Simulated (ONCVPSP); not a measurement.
**Zn ONCV: all-electron and pseudo phase curves**

Zn (Z = 30), optimised norm-conserving Vanderbilt (ONCV), made with ONCVPSP 4.0.1 (PBE, fully relativistic). Core [Ne], reference 3s2 3p6 3d10 4s2. Waves: 3s+4s: rc 1.35 bohr, ncon 4, nbas 8, qcut 7.2 1/bohr, 2 projectors; 3p: rc 1.00 bohr, ncon 4, nbas 9, qcut 16.1 1/bohr, 2 projectors, debl 3.2 Ha; 3d: rc 1.50 bohr, ncon 4, nbas 8, qcut 11.9 1/bohr, 1 projector. Local part: polynomial inside 0.85 bohr (lpopt 5, dvloc0 1 Ha). Core correction: none.

Open shells are filled in proportion to 2j + 1.

The phase is arctan(r·R′/R) of the radial function R(r), unwrapped; energies in Ha, scanned from -6 to 5 Ha. A pole is an energy at which the radial function vanishes at the test radius. The pseudo phase is shifted by a multiple of π to meet the all-electron one at the reference energy, and phase errors are pseudo minus all-electron; the curves can meet again beyond the range given. Levels narrower than the energy grid can be missing from the lists of poles.

| channel | radius (bohr) | reference energy (Ha) | poles, all-electron | poles, pseudo | unbroken range about the reference energy with phases within 0.05 rad | phase error 1 Ha above the reference energy (rad) |
| --- | --- | --- | --- | --- | --- | --- |
| s | 1.37 | -0.22 | -4.50 | -4.50 | the whole range | -0.001 |
| p3/2 | 1.02 | -3.03 | -1.14 | -1.14 | the whole range | -0.000 |
| p1/2 | 1.02 | -3.14 | -1.33 | -1.33 | the whole range | -0.000 |
| d5/2 | 1.52 | -0.37 | 0.02 | 0.03 | below 1.0 | +0.024 |
| d3/2 | 1.52 | -0.38 | 0.00 | 0.01 | below 1.0 | +0.024 |

Phases in the d3/2 channel:

```csv
E (Ha),all-electron,pseudo
-5.96,1.341,1.341
-5.68,1.334,1.334
-5.40,1.327,1.327
-5.12,1.318,1.319
-4.84,1.310,1.310
-4.56,1.300,1.300
-4.28,1.289,1.290
-4.00,1.276,1.277
-3.72,1.262,1.264
-3.44,1.246,1.247
-3.16,1.226,1.229
-2.88,1.204,1.206
-2.60,1.175,1.179
-2.32,1.139,1.143
-2.04,1.091,1.097
-1.76,1.024,1.031
-1.48,0.917,0.927
-1.20,0.724,0.738
-0.92,0.293,0.313
-0.64,-0.571,-0.562
-0.36,-1.224,-1.224
-0.08,-1.515,-1.511
0.20,-1.675,-1.665
0.48,-1.791,-1.772
0.76,-1.894,-1.863
1.04,-2.002,-1.952
1.32,-2.133,-2.051
1.60,-2.307,-2.172
1.88,-2.554,-2.330
2.16,-2.901,-2.544
2.44,-3.314,-2.832
2.72,-3.686,-3.179
3.00,-3.956,-3.522
3.28,-4.139,-3.799
3.56,-4.265,-4.001
3.84,-4.355,-4.145
4.12,-4.423,-4.249
4.40,-4.476,-4.328
4.68,-4.518,-4.388
4.96,-4.553,-4.436
```
